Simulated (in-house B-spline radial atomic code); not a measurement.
## Ionising Ru⁴⁺ with different functionals

Computed with a B-spline radial code for spherical atoms: four-component Dirac-Coulomb Hamiltonian, Fermi nucleus of rms radius 4.4809 fm, spin-restricted, spherical fractional occupations for the functionals, and exact exchange of hybrids averaged over the configuration. The ionisation energy is the difference of two self-consistent energies, [Kr] 4d4 → [Kr] 4d3, without Breit or QED terms; ε is the level of the shell that loses the electron (mean over j). The electron is taken from both j subshells in proportion to 2j + 1, so the result is a j average, not the step between ground levels.

```csv
method,rung,ΔSCF (eV),-ε(4d) (eV)
B97-1,global hybrid,?,?
PBE0,global hybrid,?,?
B3LYP,global hybrid,59.62,53.61
CAM-B3LYP,range-separated hybrid,59.58,55.51
```

Task: What does B97-1 give?

Result: ΔSCF 59.53 eV, and -ε(4d) = 53.61 eV.

Task: What does PBE0 give?

Result: ΔSCF 59.57 eV, and -ε(4d) = 54.00 eV.

Task: Among the functionals, which spreads more, the ΔSCF values or the orbital energies?

Result: The orbital energies: ΔSCF values span about 0.09 eV and the orbital energies 1.91 eV; here energy differences depend much less on the functional than eigenvalues do.

Task: How do they compare with the NIST value?

Result: NIST lists 59 eV ± 1.9 (tabulated theory, ground level to ground level). Errors run from +0.53 to +0.62 eV; all lie within about twice that uncertainty, so the table can't rank the methods.
